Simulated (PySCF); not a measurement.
HN, triplet, at a GFN2-xTB geometry. Base run: CAMB3LYP/6-31G in PySCF.

Input for PySCF:
```python
from pyscf import gto, scf, dft

mol = gto.Mole()
mol.atom = '''
    N    -0.00000000   -0.00000000   -0.12795737
    H     0.00000000    0.00000000    0.89570158
'''
mol.basis = '6-31g'
mol.spin = 2
mol.verbose = 4
mol.build()

mf = dft.UKS(mol)
mf.xc = 'camb3lyp'
mf.kernel()
mf.analyze()
```

Variants of this job, named by their change:

| change | ΔE vs base (µEh) | grid points | electrons on the grid |
|---|---|---|---|
| base | 0.0 | 23712 | 8.00000 |
| grids.atom_grid = (75, 302) | 0.0 | 28744 | 8.00000 |
| grids.prune = dft.gen_grid.sg1_prune | -2.1 | 10632 | 8.00000 |
| grids.level = 4 | 0.0 | 43584 | 8.00000 |
| small_rho_cutoff = 0 | 0.0 | 23712 | 8.00000 |
| grids.prune = off | 0.0 | 37752 | 8.00000 |
| grids.level = 7 | 0.0 | 135080 | 8.00000 |
| grids.radi_method = gauss_chebyshev | 0.0 | 23392 | 8.00000 |
| grids.becke_scheme = stratmann | -0.1 | 23712 | 8.00000 |
| grids.radi_method = delley | 0.0 | 25624 | 8.00000 |
| grids.level = 2 | 0.0 | 16368 | 8.00000 |

Open shells are given as the SCF converged; they aren't shown to be the lowest states, and a large step between rows can be another state.
